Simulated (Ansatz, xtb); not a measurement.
## Relative energy of two conformers of CH5Cl2Si2+

We compare a, `C[SiH2][Si+](Cl)Cl`, a singlet, with b, `C[SiH2][Si+](Cl)Cl`, a singlet. Both are isolated ions in the gas phase, relaxed with B3LYP/6-31G*.

a (Å):

```xyz
10

C     0.0317    1.1260    0.5150
Cl   -0.1884   -4.1807    1.2437
Cl   -2.6671   -1.9211    1.3720
Si    0.9064   -0.5234    0.5847
Si   -0.7093   -2.2517    1.0824
H    -0.4331    1.3872    1.4706
H     0.7848    1.8923    0.2891
H    -0.7245    1.1589   -0.2752
H     1.4361   -1.0630   -0.6879
H     1.8382   -0.7480    1.7129
```

b (Å):

```yaml
atoms:
  - { symbol: C, position_ang: [-1.8180, -1.4559, 2.0666] }
  - { symbol: Cl, position_ang: [-0.1630, 2.9691, 1.3793] }
  - { symbol: Cl, position_ang: [-2.8733, 2.4078, -0.5145] }
  - { symbol: Si, position_ang: [-0.9040, -0.7738, 0.5787] }
  - { symbol: Si, position_ang: [-1.3198, 1.6066, 0.4692] }
  - { symbol: H, position_ang: [-2.9005, -1.3196, 1.9871] }
  - { symbol: H, position_ang: [-1.4628, -1.0227, 3.0063] }
  - { symbol: H, position_ang: [-1.6178, -2.5351, 2.0985] }
  - { symbol: H, position_ang: [0.5725, -0.7668, 0.6588] }
  - { symbol: H, position_ang: [-1.4136, -1.1780, -0.7492] }
```

**Question.** Which of the two would you expect CCSD(T)/def2-SVP + ΔMP2/def2-TZVPP electronic energies to favour?

**Answer.** Too close to call at this level: CCSD(T)/def2-SVP + ΔMP2/def2-TZVPP gives E(b) − E(a) = +0.46 kcal/mol.

How the difference moves with the method:

```tsv
level	geometry	E(b) − E(a) (kcal/mol)	departure from the last row (kcal/mol)	job, with rough time for the two
B3LYP/6-31G*	B3LYP/6-31G*	+0.35	−0.11	optimisation, 44 s
HF/def2-SVP	B3LYP/6-31G*	+0.49	+0.03	part of the CCSD(T) run
MP2/def2-SVP	B3LYP/6-31G*	+0.49	+0.03	part of the CCSD(T) run
CCSD(T)/def2-SVP	B3LYP/6-31G*	+0.50	+0.04	single point
CCSD(T)/def2-SVP + ΔMP2/def2-TZVPP	B3LYP/6-31G*	+0.46		single point, 17 s
```

The largest departure from CCSD(T)/def2-SVP + ΔMP2/def2-TZVPP is that of B3LYP/6-31G*, 0.11 kcal/mol. A small imaginary or near-zero mode remains, so no thermal terms are given. Levels run at GFN2-xTB geometries aren't shown. The last row adds to CCSD(T) the change of the MP2 difference between the two basis sets, here −0.04 kcal/mol.

The correlated steps freeze 21 core orbitals. Codes used: Ansatz 0.2.0; the last row on 2 threads of Intel(R) Xeon(R) 6975P-C (Granite Rapids) on a shared host.
